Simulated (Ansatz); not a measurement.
Molecular dynamics of F2GeH5P

Input file:

```yaml
crystal:
  periodic: [false, false, false]
  atoms:
    - { symbol: Ge, position_ang: [-0.130678, 0.010412, -0.156768] }
    - { symbol: F, position_ang: [-0.087888, -0.505999, 1.803839] }
    - { symbol: F, position_ang: [1.619569, -0.09385, -0.056148] }
    - { symbol: H, position_ang: [-0.329931, 1.504987, -0.421007] }
    - { symbol: H, position_ang: [-0.448677, -1.141804, -1.113043] }
    - { symbol: P, position_ang: [-2.691066, -0.077676, 0.625125] }
    - { symbol: H, position_ang: [-3.033581, -1.321752, 1.23632] }
    - { symbol: H, position_ang: [-2.938687, 0.732882, 1.774145] }
    - { symbol: H, position_ang: [-1.16336, -0.4193, 1.660237] }
basis:
  gaussian: { orbitals: def2-SVP }
hamiltonian:
  xc: b3lyp
md:
  timestep: 0.5
  n_steps: 200
  ensemble: nve
  temperature: 100.0
  initial_velocities: maxwell_boltzmann
  seed: 9020
```

Launched with:

```bash
$ ansatz run input.yaml --threads 2 --pin off --max-ram 3072MiB --backend cpu --events-out ev --progress --plain --runs-dir out
```

It starts at the highest image of a converged band. Of that band: A structure lower than the first end lies on the path between it and the top, so the climb from that side starts below the end, which may itself be a saddle point or a shallow side well. Neighbouring images differ by up to 2.1 eV, so the band resolves the path poorly. A vibrational analysis at the climbing image gives one clearly imaginary mode, 713i cm⁻¹: a first-order saddle point.

Output, in part (one step line in 3, the closing report, with atoms numbered from 0):

```
md step     0: t =     0.00 fs  T =   100.0 K  F+E_penalty+E_count = -71309.00590896 eV  E_kin = 0.090482 eV  conserved = -71308.91542696 eV  (26 SCF iters)
md step     3: t =     1.50 fs  T =    86.3 K  F+E_penalty+E_count = -71308.99340600 eV  E_kin = 0.078114 eV  conserved = -71308.91529190 eV  (27 SCF iters)
md step     6: t =     3.00 fs  T =    65.7 K  F+E_penalty+E_count = -71308.97451712 eV  E_kin = 0.059457 eV  conserved = -71308.91505972 eV  (23 SCF iters)
md step     9: t =     4.50 fs  T =    68.2 K  F+E_penalty+E_count = -71308.97684022 eV  E_kin = 0.061676 eV  conserved = -71308.91516462 eV  (24 SCF iters)
md step    12: t =     6.00 fs  T =    80.7 K  F+E_penalty+E_count = -71308.98840166 eV  E_kin = 0.073019 eV  conserved = -71308.91538217 eV  (23 SCF iters)
md step    15: t =     7.50 fs  T =    74.0 K  F+E_penalty+E_count = -71308.98227198 eV  E_kin = 0.066936 eV  conserved = -71308.91533600 eV  (23 SCF iters)
md step    18: t =     9.00 fs  T =    52.3 K  F+E_penalty+E_count = -71308.96246519 eV  E_kin = 0.047318 eV  conserved = -71308.91514692 eV  (24 SCF iters)
md step    21: t =    10.50 fs  T =    41.6 K  F+E_penalty+E_count = -71308.95267208 eV  E_kin = 0.037604 eV  conserved = -71308.91506777 eV  (26 SCF iters)
md step    24: t =    12.00 fs  T =    53.1 K  F+E_penalty+E_count = -71308.96321697 eV  E_kin = 0.048031 eV  conserved = -71308.91518566 eV  (24 SCF iters)
md step    27: t =    13.50 fs  T =    70.1 K  F+E_penalty+E_count = -71308.97879758 eV  E_kin = 0.063428 eV  conserved = -71308.91536969 eV  (27 SCF iters)
md step    30: t =    15.00 fs  T =    68.2 K  F+E_penalty+E_count = -71308.97702123 eV  E_kin = 0.061674 eV  conserved = -71308.91534738 eV  (27 SCF iters)
md step    33: t =    16.50 fs  T =    52.3 K  F+E_penalty+E_count = -71308.96244970 eV  E_kin = 0.047337 eV  conserved = -71308.91511242 eV  (25 SCF iters)
md step    36: t =    18.00 fs  T =    53.5 K  F+E_penalty+E_count = -71308.96350568 eV  E_kin = 0.048403 eV  conserved = -71308.91510313 eV  (24 SCF iters)
md step    39: t =    19.50 fs  T =    73.2 K  F+E_penalty+E_count = -71308.98156156 eV  E_kin = 0.066234 eV  conserved = -71308.91532727 eV  (27 SCF iters)
md step    42: t =    21.00 fs  T =    82.0 K  F+E_penalty+E_count = -71308.98959054 eV  E_kin = 0.074224 eV  conserved = -71308.91536624 eV  (26 SCF iters)
md step    45: t =    22.50 fs  T =    72.5 K  F+E_penalty+E_count = -71308.98083235 eV  E_kin = 0.065622 eV  conserved = -71308.91521050 eV  (27 SCF iters)
md step    48: t =    24.00 fs  T =    65.1 K  F+E_penalty+E_count = -71308.97403481 eV  E_kin = 0.058941 eV  conserved = -71308.91509408 eV  (24 SCF iters)
md step    51: t =    25.50 fs  T =    76.5 K  F+E_penalty+E_count = -71308.98432675 eV  E_kin = 0.069187 eV  conserved = -71308.91513986 eV  (24 SCF iters)
md step    54: t =    27.00 fs  T =   100.0 K  F+E_penalty+E_count = -71309.00575467 eV  E_kin = 0.090460 eV  conserved = -71308.91529421 eV  (27 SCF iters)
md step    57: t =    28.50 fs  T =   114.6 K  F+E_penalty+E_count = -71309.01904603 eV  E_kin = 0.103697 eV  conserved = -71308.91534863 eV  (27 SCF iters)
md step    60: t =    30.00 fs  T =   114.8 K  F+E_penalty+E_count = -71309.01908936 eV  E_kin = 0.103914 eV  conserved = -71308.91517532 eV  (27 SCF iters)
md step    63: t =    31.50 fs  T =   124.3 K  F+E_penalty+E_count = -71309.02753706 eV  E_kin = 0.112462 eV  conserved = -71308.91507550 eV  (27 SCF iters)
md step    66: t =    33.00 fs  T =   155.8 K  F+E_penalty+E_count = -71309.05620222 eV  E_kin = 0.140953 eV  conserved = -71308.91524915 eV  (28 SCF iters)
md step    69: t =    34.50 fs  T =   187.2 K  F+E_penalty+E_count = -71309.08475225 eV  E_kin = 0.169390 eV  conserved = -71308.91536259 eV  (27 SCF iters)
md step    72: t =    36.00 fs  T =   201.8 K  F+E_penalty+E_count = -71309.09784086 eV  E_kin = 0.182562 eV  conserved = -71308.91527838 eV  (28 SCF iters)
md step    75: t =    37.50 fs  T =   209.7 K  F+E_penalty+E_count = -71309.10492714 eV  E_kin = 0.189771 eV  conserved = -71308.91515662 eV  (27 SCF iters)
md step    78: t =    39.00 fs  T =   228.3 K  F+E_penalty+E_count = -71309.12174455 eV  E_kin = 0.206594 eV  conserved = -71308.91515044 eV  (27 SCF iters)
md step    81: t =    40.50 fs  T =   258.4 K  F+E_penalty+E_count = -71309.14910833 eV  E_kin = 0.233819 eV  conserved = -71308.91528935 eV  (26 SCF iters)
md step    84: t =    42.00 fs  T =   281.0 K  F+E_penalty+E_count = -71309.16966444 eV  E_kin = 0.254262 eV  conserved = -71308.91540277 eV  (28 SCF iters)
md step    87: t =    43.50 fs  T =   282.5 K  F+E_penalty+E_count = -71309.17085288 eV  E_kin = 0.255570 eV  conserved = -71308.91528324 eV  (27 SCF iters)
md step    90: t =    45.00 fs  T =   280.1 K  F+E_penalty+E_count = -71309.16856051 eV  E_kin = 0.253456 eV  conserved = -71308.91510471 eV  (27 SCF iters)
md step    93: t =    46.50 fs  T =   297.4 K  F+E_penalty+E_count = -71309.18424110 eV  E_kin = 0.269049 eV  conserved = -71308.91519168 eV  (27 SCF iters)
md step    96: t =    48.00 fs  T =   323.7 K  F+E_penalty+E_count = -71309.20819541 eV  E_kin = 0.292852 eV  conserved = -71308.91534297 eV  (27 SCF iters)
md step    99: t =    49.50 fs  T =   338.6 K  F+E_penalty+E_count = -71309.22164036 eV  E_kin = 0.306347 eV  conserved = -71308.91529377 eV  (27 SCF iters)
md step   102: t =    51.00 fs  T =   347.3 K  F+E_penalty+E_count = -71309.22935961 eV  E_kin = 0.314214 eV  conserved = -71308.91514539 eV  (27 SCF iters)
md step   105: t =    52.50 fs  T =   370.6 K  F+E_penalty+E_count = -71309.25038267 eV  E_kin = 0.335315 eV  conserved = -71308.91506751 eV  (23 SCF iters)
md step   108: t =    54.00 fs  T =   419.0 K  F+E_penalty+E_count = -71309.29427370 eV  E_kin = 0.379092 eV  conserved = -71308.91518136 eV  (23 SCF iters)
md step   111: t =    55.50 fs  T =   476.2 K  F+E_penalty+E_count = -71309.34625840 eV  E_kin = 0.430898 eV  conserved = -71308.91535999 eV  (27 SCF iters)
md step   114: t =    57.00 fs  T =   518.7 K  F+E_penalty+E_count = -71309.38463765 eV  E_kin = 0.469298 eV  conserved = -71308.91534003 eV  (27 SCF iters)
md step   117: t =    58.50 fs  T =   550.4 K  F+E_penalty+E_count = -71309.41318593 eV  E_kin = 0.498043 eV  conserved = -71308.91514276 eV  (26 SCF iters)
md step   120: t =    60.00 fs  T =   598.3 K  F+E_penalty+E_count = -71309.45648130 eV  E_kin = 0.541373 eV  conserved = -71308.91510827 eV  (27 SCF iters)
md step   123: t =    61.50 fs  T =   666.6 K  F+E_penalty+E_count = -71309.51845079 eV  E_kin = 0.603132 eV  conserved = -71308.91531892 eV  (26 SCF iters)
md step   126: t =    63.00 fs  T =   726.6 K  F+E_penalty+E_count = -71309.57284142 eV  E_kin = 0.657399 eV  conserved = -71308.91544248 eV  (26 SCF iters)
md step   129: t =    64.50 fs  T =   760.5 K  F+E_penalty+E_count = -71309.60340700 eV  E_kin = 0.688108 eV  conserved = -71308.91529889 eV  (26 SCF iters)
md step   132: t =    66.00 fs  T =   786.9 K  F+E_penalty+E_count = -71309.62708786 eV  E_kin = 0.711958 eV  conserved = -71308.91512969 eV  (27 SCF iters)
md step   135: t =    67.50 fs  T =   828.5 K  F+E_penalty+E_count = -71309.66485907 eV  E_kin = 0.749669 eV  conserved = -71308.91518989 eV  (26 SCF iters)
md step   138: t =    69.00 fs  T =   878.1 K  F+E_penalty+E_count = -71309.70986455 eV  E_kin = 0.794504 eV  conserved = -71308.91536093 eV  (26 SCF iters)
md step   141: t =    70.50 fs  T =   912.1 K  F+E_penalty+E_count = -71309.74071361 eV  E_kin = 0.825274 eV  conserved = -71308.91543921 eV  (26 SCF iters)
md step   144: t =    72.00 fs  T =   920.8 K  F+E_penalty+E_count = -71309.74842881 eV  E_kin = 0.833133 eV  conserved = -71308.91529623 eV  (26 SCF iters)
md step   147: t =    73.50 fs  T =   925.9 K  F+E_penalty+E_count = -71309.75282545 eV  E_kin = 0.837756 eV  conserved = -71308.91506920 eV  (24 SCF iters)
md step   150: t =    75.00 fs  T =   956.5 K  F+E_penalty+E_count = -71309.78063997 eV  E_kin = 0.865447 eV  conserved = -71308.91519247 eV  (26 SCF iters)
md step   153: t =    76.50 fs  T =   997.2 K  F+E_penalty+E_count = -71309.81770639 eV  E_kin = 0.902300 eV  conserved = -71308.91540672 eV  (26 SCF iters)
md step   156: t =    78.00 fs  T =  1019.7 K  F+E_penalty+E_count = -71309.83797920 eV  E_kin = 0.922657 eV  conserved = -71308.91532171 eV  (26 SCF iters)
md step   159: t =    79.50 fs  T =  1032.7 K  F+E_penalty+E_count = -71309.84956586 eV  E_kin = 0.934391 eV  conserved = -71308.91517450 eV  (26 SCF iters)
md step   162: t =    81.00 fs  T =  1057.0 K  F+E_penalty+E_count = -71309.87156966 eV  E_kin = 0.956430 eV  conserved = -71308.91513993 eV  (29 SCF iters)
md step   165: t =    82.50 fs  T =  1097.8 K  F+E_penalty+E_count = -71309.90854651 eV  E_kin = 0.993282 eV  conserved = -71308.91526416 eV  (29 SCF iters)
md step   168: t =    84.00 fs  T =  1136.4 K  F+E_penalty+E_count = -71309.94366552 eV  E_kin = 1.028197 eV  conserved = -71308.91546827 eV  (29 SCF iters)
md step   171: t =    85.50 fs  T =  1147.3 K  F+E_penalty+E_count = -71309.95349741 eV  E_kin = 1.038116 eV  conserved = -71308.91538114 eV  (29 SCF iters)
md step   174: t =    87.00 fs  T =  1144.0 K  F+E_penalty+E_count = -71309.95026661 eV  E_kin = 1.035149 eV  conserved = -71308.91511790 eV  (29 SCF iters)
md step   177: t =    88.50 fs  T =  1160.2 K  F+E_penalty+E_count = -71309.96499717 eV  E_kin = 1.049804 eV  conserved = -71308.91519281 eV  (25 SCF iters)
md step   180: t =    90.00 fs  T =  1187.9 K  F+E_penalty+E_count = -71309.99021111 eV  E_kin = 1.074815 eV  conserved = -71308.91539577 eV  (29 SCF iters)
md step   183: t =    91.50 fs  T =  1199.5 K  F+E_penalty+E_count = -71310.00073257 eV  E_kin = 1.085331 eV  conserved = -71308.91540205 eV  (27 SCF iters)
md step   186: t =    93.00 fs  T =  1192.7 K  F+E_penalty+E_count = -71309.99443173 eV  E_kin = 1.079178 eV  conserved = -71308.91525396 eV  (29 SCF iters)
md step   189: t =    94.50 fs  T =  1188.6 K  F+E_penalty+E_count = -71309.99061456 eV  E_kin = 1.075494 eV  conserved = -71308.91512011 eV  (29 SCF iters)
md step   192: t =    96.00 fs  T =  1205.3 K  F+E_penalty+E_count = -71310.00575627 eV  E_kin = 1.090544 eV  conserved = -71308.91521272 eV  (30 SCF iters)
md step   195: t =    97.50 fs  T =  1230.5 K  F+E_penalty+E_count = -71310.02873083 eV  E_kin = 1.113351 eV  conserved = -71308.91537948 eV  (29 SCF iters)
md step   198: t =    99.00 fs  T =  1241.0 K  F+E_penalty+E_count = -71310.03828107 eV  E_kin = 1.122884 eV  conserved = -71308.91539726 eV  (29 SCF iters)
md step   200: t =   100.00 fs  T =  1237.6 K  F+E_penalty+E_count = -71310.03514262 eV  E_kin = 1.119844 eV  conserved = -71308.91529895 eV  (27 SCF iters)
Total energy: -71310.03538370 eV, -2620.5954646731 hartree
Atom 0 at    -0.323026     0.134049    -0.457817 Å, force     1.916975     0.635845    -1.385683 eV/Å
Atom 1 at     0.271075    -0.714745     2.691265 Å, force    -0.354907    -0.063106     0.442822 eV/Å
Atom 2 at     1.140601    -0.307463     0.401264 Å, force    -0.041565     0.014730    -0.070998 eV/Å
Atom 3 at    -0.143504     1.622328    -0.828198 Å, force     0.079485     0.056831     0.031989 eV/Å
Atom 4 at    -0.240685    -0.716739    -1.735837 Å, force    -0.083278    -0.124850    -0.079067 eV/Å
Atom 5 at    -2.278894    -0.103210     0.494805 Å, force    -1.448431    -1.032743     0.789654 eV/Å
Atom 6 at    -1.848831    -1.383174     1.003886 Å, force    -0.372044     0.098446    -0.094566 eV/Å
Atom 7 at    -1.867588     0.516272     1.682031 Å, force     0.081998     0.403131     0.478524 eV/Å
Atom 8 at    -0.357640    -0.847116     3.363903 Å, force     0.221768     0.011715    -0.112676 eV/Å
Dipole moment:    -0.534848    -0.027305     0.302924 e Å
```

The run went to its last step. The conserved energy stayed within 0.042 meV per atom of its start (net change 0.014 meV per atom), so the integration is sound. The kinetic energy rose, since the run started high on the potential surface and went downhill. It ends in pieces (FGeH4P + FH), so much of that is their flight and rotation, not heat. A run of 0.1 ps of so small a system gives no equilibrium averages. The orbitals stay closed-shell, which can raise the energy where a bond breaks towards radicals; this wasn't checked here.

Between its relaxed ends the band would form Ge1–P6, F2–H9 and break Ge1–F2, P6–H9. These pairs go: Ge1–P6 2.68 → 2.19 Å, F2–H9 1.09 → 0.93 Å, Ge1–F2 2.03 → 3.32 Å, P6–H9 1.88 → 3.53 Å. In the last frame they stand as after the step (other bonds may differ from the relaxed reactants and products). It ends as FGeH4P + FH. Pairs count as bonded within 1.25 times the sum of covalent radii (0.12 Å more for H–H).

Last frame:

```xyz
9
Properties=species:S:1:pos:R:3
Ge -0.323 0.134 -0.458
F 0.271 -0.715 2.691
F 1.141 -0.307 0.401
H -0.143 1.622 -0.828
H -0.241 -0.717 -1.736
P -2.279 -0.103 0.495
H -1.849 -1.383 1.004
H -1.868 0.516 1.682
H -0.358 -0.847 3.364
```

The run took 7.1 min on 2 threads of Arm Neoverse V2, on a shared host, peak memory 0.23 GiB.
